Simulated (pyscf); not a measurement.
# H₂B–NH–GeH₃, singlet

Gas-phase minimum from PySCF at ωB97X-D3(BJ)/def2-SVP, one conformer. 

```
N
H 1 1.0163
B 1 1.4008 2 117.47
H 3 1.2127 1 119.60 2 -0.04
H 3 1.2129 4 121.11 1 -180.00
Ge 1 1.8546 2 116.40 3 179.88
H 6 1.5293 1 106.75 2 -179.95
H 6 1.5377 7 111.31 1 119.05
H 6 1.5378 7 111.31 8 121.90
```

Properties at ωB97X-D3(BJ)/def2-SVP:

| Property | Result |
|---|---|
| Harmonic wavenumbers, unscaled | 65, 274, 310, 593, 652, 654, 802, 875, 891, 916, 958, 1022, 1171, 1265, 1432, 2182, 2192, 2231, 2558, 2645, 3632 cm⁻¹ |
| Zero-point energy | 39.1 kcal/mol |
| Rotational symmetry number | 1 |
| Entropy of this conformer at 298 K and 1 atm, rigid rotor and harmonic oscillator, modes under 100 cm⁻¹ raised to 100 | 302.8 J/(mol K) |
| Dipole moment | 1.82 D |

Single-point totals, which compare only within one level (frozen core for MP2 and CC):

| level | total energy (hartree) |
|---|---|
| ωB97X-D3(BJ)/def2-TZVP | -2160.27667 |
| PBE/def2-TZVP | -2159.82946 |
| r²SCAN/def2-TZVP | -2160.20785 |
| B3LYP-D3(BJ)/def2-TZVP | -2160.34071 |
| PBE0-D3(BJ)/def2-TZVP | -2159.90559 |
| M06-2X/def2-TZVP | -2160.23407 |
| ωB97M-D3(BJ)/def2-TZVP | -2160.31473 |
| HF/def2-TZVPP | -2158.06115 |
| MP2/def2-TZVPP | -2158.64417 |
| CCSD/def2-TZVPP | -2158.67562 |
| CCSD(T)/def2-TZVPP | -2158.69779 |

Soft torsions are taken as harmonic, which can shift the entropy by several J/(mol K). The CCSD(T) − MP2 part came from Ansatz, without density fitting, on the same reference. The frozen core leaves the outer d or s,p core shells of the metals and heavy elements correlated in the MP2 and CC values, and def2-TZVPP describes them poorly, so these totals are far from the basis limit. Elements up to Kr have no core potential and no relativistic terms here.
